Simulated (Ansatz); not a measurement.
Steps of a relaxation of Cl2H5NSi2 (`[SiH3]N[SiH](Cl)Cl`) with RKS PBE0-D4/def2-TZVP.

```sh
$ ansatz run in.yaml --threads 4 --pin off --events-out ev --progress --plain --max-ram 10444MiB
```

```yaml
crystal:
  periodic: [false, false, false]
  atoms:
    - {symbol: Si, position_ang: [-0.474918, 0.038376, 1.587166]}
    - {symbol: N, position_ang: [0.124106, 0.616037, 0.030109]}
    - {symbol: Si, position_ang: [0.408345, -0.307707, -1.400742]}
    - {symbol: Cl, position_ang: [-1.211161, -0.291325, -2.707731]}
    - {symbol: Cl, position_ang: [2.009919, 0.526080, -2.422227]}
    - {symbol: H, position_ang: [0.379314, 0.571025, 2.705350]}
    - {symbol: H, position_ang: [-0.395751, -1.460136, 1.541142]}
    - {symbol: H, position_ang: [-1.898027, 0.457313, 1.847297]}
    - {symbol: H, position_ang: [0.189636, 1.634722, -0.084455]}
    - {symbol: H, position_ang: [0.693738, -1.723785, -1.032509]}
basis:
  gaussian: {orbitals: def2-TZVP}
hamiltonian: {xc: pbe0, dispersion: d4}
relax: {f_tol: 0.005, max_steps: 150}
```

Positions (Å) and forces (eV/Å) along the path, 10 of 10 steps:

```xyz
10
step=1 energy=-42361.8321 eV
Si   -0.475    0.038    1.587    0.128    0.087   -0.326
N     0.124    0.616    0.030   -0.073   -0.027   -0.129
Si    0.408   -0.308   -1.401   -0.087    0.394    0.259
Cl   -1.211   -0.291   -2.708    0.478   -0.016    0.361
Cl    2.010    0.526   -2.422   -0.462   -0.254    0.265
H     0.379    0.571    2.705   -0.181   -0.110   -0.277
H    -0.396   -1.460    1.541   -0.015    0.327   -0.001
H    -1.898    0.457    1.847    0.335   -0.082   -0.093
H     0.190    1.635   -0.084   -0.049   -0.663    0.069
H     0.694   -1.724   -1.033   -0.074    0.344   -0.128
10
step=2 energy=-42361.8889 eV
Si   -0.471    0.035    1.577    0.116    0.110   -0.273
N     0.123    0.614    0.036   -0.054   -0.186   -0.062
Si    0.406   -0.300   -1.383   -0.062    0.171    0.295
Cl   -1.184   -0.290   -2.679   -0.005   -0.007    0.030
Cl    1.980    0.511   -2.404    0.012   -0.009    0.021
H     0.379    0.567    2.678   -0.053   -0.038   -0.044
H    -0.392   -1.449    1.526   -0.009    0.075    0.011
H    -1.879    0.457    1.823    0.074   -0.028   -0.006
H     0.179    1.621   -0.078   -0.009   -0.171    0.026
H     0.685   -1.706   -1.032   -0.011    0.082    0.002
10
step=3 energy=-42361.8954 eV
Si   -0.466    0.035    1.562    0.019    0.026   -0.052
N     0.119    0.611    0.031   -0.017   -0.037    0.005
Si    0.402   -0.295   -1.377    0.002   -0.005    0.075
Cl   -1.196   -0.292   -2.659    0.006    0.007   -0.026
Cl    1.987    0.509   -2.385   -0.004    0.007   -0.030
H     0.378    0.561    2.664    0.008    0.001    0.013
H    -0.390   -1.444    1.515    0.000   -0.015    0.001
H    -1.869    0.453    1.812   -0.015    0.003    0.008
H     0.179    1.614   -0.080    0.001    0.027    0.011
H     0.683   -1.693   -1.019    0.001   -0.014   -0.006
10
step=4 energy=-42361.8958 eV
Si   -0.467    0.036    1.562    0.000    0.000    0.003
N     0.117    0.611    0.032    0.004   -0.001   -0.011
Si    0.403   -0.296   -1.374   -0.002    0.002   -0.001
Cl   -1.189   -0.290   -2.665   -0.006   -0.005   -0.003
Cl    1.982    0.510   -2.392    0.005    0.000    0.004
H     0.379    0.561    2.665    0.003    0.001    0.002
H    -0.391   -1.444    1.515   -0.001   -0.004   -0.001
H    -1.870    0.454    1.815   -0.002    0.002    0.002
H     0.179    1.615   -0.078   -0.002    0.006    0.005
H     0.684   -1.695   -1.017    0.001   -0.001    0.000
10
step=5 energy=-42361.8958 eV
Si   -0.466    0.036    1.562    0.001   -0.010   -0.002
N     0.113    0.612    0.030   -0.007    0.001    0.019
Si    0.403   -0.296   -1.375    0.001    0.004   -0.005
Cl   -1.186   -0.292   -2.669   -0.003   -0.002   -0.002
Cl    1.985    0.508   -2.389    0.002    0.000    0.002
H     0.384    0.558    2.663    0.003    0.002    0.000
H    -0.393   -1.444    1.514   -0.001   -0.001    0.000
H    -1.868    0.457    1.820   -0.002    0.002    0.001
H     0.171    1.616   -0.076    0.004    0.004   -0.014
H     0.683   -1.695   -1.016    0.001    0.000    0.001
10
step=6 energy=-42361.8959 eV
Si   -0.466    0.036    1.563    0.000    0.004   -0.001
N     0.105    0.613    0.028    0.002   -0.005    0.002
Si    0.402   -0.296   -1.374    0.000    0.002    0.000
Cl   -1.182   -0.299   -2.675    0.000   -0.001   -0.001
Cl    1.986    0.512   -2.383    0.001    0.000   -0.001
H     0.393    0.551    2.660    0.001   -0.002    0.000
H    -0.401   -1.444    1.509   -0.001   -0.001    0.000
H    -1.864    0.464    1.830    0.000    0.000    0.001
H     0.166    1.617   -0.081   -0.003    0.001   -0.001
H     0.685   -1.694   -1.013    0.000    0.002    0.000
10
step=7 energy=-42361.8960 eV
Si   -0.466    0.037    1.563    0.003    0.002    0.000
N     0.098    0.614    0.026    0.000   -0.004    0.002
Si    0.403   -0.295   -1.374    0.000    0.001    0.002
Cl   -1.177   -0.304   -2.681    0.002    0.001    0.000
Cl    1.989    0.514   -2.378   -0.001   -0.001   -0.001
H     0.404    0.542    2.656   -0.003   -0.001   -0.001
H    -0.409   -1.444    1.505   -0.001    0.001   -0.001
H    -1.860    0.471    1.840    0.003    0.001   -0.001
H     0.155    1.619   -0.084   -0.003   -0.001    0.000
H     0.687   -1.692   -1.009    0.000    0.001   -0.001
10
step=8 energy=-42361.8960 eV
Si   -0.464    0.036    1.563   -0.005    0.009    0.000
N     0.090    0.616    0.023    0.001   -0.004   -0.001
Si    0.403   -0.295   -1.374    0.002    0.001    0.001
Cl   -1.169   -0.310   -2.688    0.000    0.002    0.001
Cl    1.993    0.515   -2.372    0.000    0.001   -0.002
H     0.416    0.531    2.653    0.000   -0.006   -0.003
H    -0.420   -1.445    1.499    0.002    0.004    0.002
H    -1.852    0.483    1.852    0.002   -0.003   -0.001
H     0.138    1.620   -0.089   -0.002   -0.003    0.000
H     0.691   -1.690   -1.005   -0.001    0.000    0.001
10
step=9 energy=-42361.8960 eV
Si   -0.464    0.037    1.563    0.002   -0.003    0.000
N     0.087    0.616    0.023    0.000    0.000    0.002
Si    0.404   -0.296   -1.374   -0.002    0.002    0.001
Cl   -1.167   -0.311   -2.690    0.000    0.000   -0.001
Cl    1.994    0.516   -2.370    0.000   -0.001    0.000
H     0.421    0.526    2.652   -0.004    0.002   -0.001
H    -0.422   -1.444    1.499   -0.002    0.001   -0.001
H    -1.851    0.486    1.855    0.004    0.000    0.001
H     0.131    1.620   -0.091    0.000   -0.002    0.000
H     0.691   -1.690   -1.003    0.001    0.000    0.000
10
step=10 energy=-42361.8960 eV
Si   -0.464    0.037    1.563    0.001    0.000    0.002
N     0.090    0.615    0.023   -0.001   -0.001    0.001
Si    0.404   -0.295   -1.374    0.001    0.001   -0.001
Cl   -1.168   -0.309   -2.688    0.000   -0.001    0.001
Cl    1.994    0.514   -2.372    0.000    0.000    0.001
H     0.417    0.529    2.653   -0.001    0.000   -0.001
H    -0.420   -1.444    1.500    0.000    0.000   -0.001
H    -1.852    0.483    1.853    0.001    0.000   -0.001
H     0.134    1.620   -0.090    0.000    0.000    0.000
H     0.691   -1.690   -1.005   -0.001    0.000    0.000
```

Hardware: 4 threads of an Intel Xeon Platinum 8175M on a shared host. Wall time 43 s, peak host memory 0.68 GiB.
